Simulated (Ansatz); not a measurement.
Frontier orbitals of `[NH2][Ti]([NH2])([NH2])[Br]`.

Z-matrix (Å, degrees):
```
Ti
N 1 1.869
N 1 1.869 2 107.2
N 1 1.869 2 107.2 3 114.7
Br 1 2.400 2 111.7 3 -122.6
H 2 1.012 1 122.7 3 77.9
H 2 1.009 1 126.2 3 -111.4
H 3 1.012 1 122.7 2 -167.3
H 3 1.009 1 126.2 2 3.3
H 4 1.012 1 122.7 2 77.9
H 4 1.009 1 126.2 2 -111.4
```

The species carries charge 0 and has multiplicity 1. Correlated methods include outer-core shells of Br, Ti, which these sets cover unevenly. Scalar relativity is left out up to krypton. Geometry: relaxed with PBE0-D4/def2-TZVP. It is one conformer, not always the lowest. Basis def2-TZVPP, the Gaussian-basis code of Ansatz.

```csv
functional,HOMO (eV),LUMO (eV)
LC-ωPBE,-10.28,0.80
```

**Question.** Give HOMO and LUMO (eV) with LDA (SPW92), PBE, revPBE, BLYP, r2SCAN, B97M-V, PBE0, B3LYP, r2SCANh, r2SCAN0, HSE06 (plane-wave form), BHLYP, CAM-B3LYP, ωB97X-V, ωB97M-V. (Estimate.)

**Answer.** Computed: 
```tsv
functional	HOMO	LUMO
LDA (SPW92)	-6.42	-2.60
PBE	-6.24	-2.38
revPBE	-6.18	-2.30
BLYP	-6.10	-2.28
r2SCAN	-6.54	-2.30
B97M-V	-6.60	-2.30
PBE0	-7.55	-1.42
B3LYP	-7.30	-1.69
r2SCANh	-7.03	-1.92
r2SCAN0	-7.77	-1.35
HSE06 (plane-wave form)	-7.15	-1.80
BHLYP	-8.73	-0.29
CAM-B3LYP	-8.90	-0.33
ωB97X-V	-9.92	0.76
ωB97M-V	-9.80	0.74
```

B3LYP here is the variant with VWN-RPA as its local correlation; programs differ in this. LC-ωPBE has ω = 0.4 bohr⁻¹. Positive LUMOs are unbound and depend on the basis.
